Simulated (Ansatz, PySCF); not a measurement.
C3H5NSi2, SMILES C#CC1=N[SiH2][SiH2]1. Atoms are numbered in the order given.

```xyz
11

C     -0.2816     3.2716    -0.0007
C     -0.2949     2.0605    -0.0006
C     -0.2179     0.6175    -0.0004
N     -1.2665    -0.1411    -0.0017
Si    -0.5702    -1.8097    -0.0006
Si     1.3563    -0.5020     0.0019
H     -0.2887     4.3481    -0.0007
H     -0.9518    -2.5838     1.2124
H     -0.9485    -2.5840    -1.2146
H      2.2160    -0.3806    -1.2111
H      2.2126    -0.3804     1.2173
```
Charge 0, spin multiplicity 1.

Geometry: ωB97X-D3(BJ)/def2-SVP. The structure was generated by enumeration, and PubChem lists no compound with its InChIKey, so it may never have been made.

Two levels are set side by side: PBE-D3(BJ)/def2-SVP (Ansatz, an electronic-structure program) and ωB97X-D3(BJ)/def2-SVP (PySCF). Each level has its own optimised geometry; the coordinates shown are those of the second. Frequencies come from the Hessian of PySCF at each geometry. Differences are taken from unrounded values.

```json
[
 {"quantity": "mean bond length (Å)", "ωB97X-D3(BJ)": "1.551"},
 {"quantity": "bond C1–C2 (Å)", "ωB97X-D3(BJ)": "1.211"},
 {"quantity": "bond C2–C3 (Å)", "ωB97X-D3(BJ)": "1.445"},
 {"quantity": "bond C3–N4 (Å)", "ωB97X-D3(BJ)": "1.294"},
 {"quantity": "bond C3–Si6 (Å)", "ωB97X-D3(BJ)": "1.932"},
 {"quantity": "bond N4–Si5 (Å)", "ωB97X-D3(BJ)": "1.808"},
 {"quantity": "bond Si5–Si6 (Å)", "ωB97X-D3(BJ)": "2.328"},
 {"quantity": "bond C1–H7 (Å)", "ωB97X-D3(BJ)": "1.077"},
 {"quantity": "bond Si5–H8 (Å)", "ωB97X-D3(BJ)": "1.489"},
 {"quantity": "bond Si5–H9 (Å)", "ωB97X-D3(BJ)": "1.489"},
 {"quantity": "bond Si6–H10 (Å)", "ωB97X-D3(BJ)": "1.492"},
 {"quantity": "bond Si6–H11 (Å)", "ωB97X-D3(BJ)": "1.492"},
 {"quantity": "highest harmonic wavenumber (cm⁻¹)", "ωB97X-D3(BJ)": "3481"},
 {"quantity": "mean harmonic wavenumber (cm⁻¹)", "ωB97X-D3(BJ)": "1057"},
 {"quantity": "zero-point energy (kcal/mol)", "ωB97X-D3(BJ)": "40.81"}
]
```

Task: What does PBE-D3(BJ) give, and how far is it from ωB97X-D3(BJ)? (Estimate from the structure and the level; the computed values follow.)

Result: 
```tsv
quantity	PBE-D3(BJ)	PBE-D3(BJ) minus ωB97X-D3(BJ)
mean bond length (Å)	1.564	0.013
bond C1–C2 (Å)	1.228	0.017
bond C2–C3 (Å)	1.428	-0.017
bond C3–N4 (Å)	1.312	0.018
bond C3–Si6 (Å)	1.953	0.021
bond N4–Si5 (Å)	1.820	0.012
bond Si5–Si6 (Å)	2.355	0.026
bond C1–H7 (Å)	1.082	0.005
bond Si5–H8 (Å)	1.504	0.015
bond Si5–H9 (Å)	1.504	0.015
bond Si6–H10 (Å)	1.508	0.016
bond Si6–H11 (Å)	1.508	0.016
highest harmonic wavenumber (cm⁻¹)	3401	-80
mean harmonic wavenumber (cm⁻¹)	994	-63
zero-point energy (kcal/mol)	38.38	-2.42
```

GGA bonds tend to be longer and softer than those of functionals with exact exchange. Differences between two approximate levels are no errors against the true value.
